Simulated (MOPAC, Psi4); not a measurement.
Torsional profile of SMILES [SiH2](C(F)(F)F)[SiH2][Si](F)(F)F (CH4F6Si3). Scanned: dihedral C2–Si5–Si6–Si7; all other coordinates were relaxed at GFN2-xTB. GFN2-xTB can order the conformers of Si and Ge chains otherwise than DFT does. Points at φ and −φ are mirror images. Heavy atoms are numbered in the order of the SMILES FC(F)(F)[SiH2][SiH2][Si](F)(F)F, hydrogens after them in the order of the atoms that carry them; the mirror image has the same energies with the sign of each dihedral reversed.

PBE/def2-SVP // GFN2-xTB (Psi4); PM3, restricted, heats of formation // GFN2-xTB (MOPAC); PBE-D3(BJ)/def2-SVP // GFN2-xTB (Psi4).

Energies relative to the lowest point of each profile, in kJ/mol:

| φ / ° | PBE/def2-SVP | PM3 |
|---|---|---|
| -150 | 6.0 | 0.0 |
| -120 | 8.3 | 0.0 |
| -90 | 5.0 | 0.8 |
| -60 | 0.0 | 1.9 |
| -30 | 1.1 | 2.9 |
| 0 | 4.6 | 2.6 |
| 30 | 1.1 | 2.9 |
| 60 | 0.0 | 1.9 |
| 90 | 5.0 | 0.8 |
| 120 | 8.3 | 0.0 |
| 150 | 6.0 | 0.0 |
| 180 | 3.9 | 0.0 |

Task: Predict the corresponding PBE-D3(BJ)/def2-SVP column.

Result: -150: 7.0; -120: 9.3; -90: 5.6; -60: 0.0; -30: 0.7; 0: 4.2; 30: 0.7; 60: 0.0; 90: 5.6; 120: 9.3; 150: 7.0; 180: 4.9 (kJ/mol).
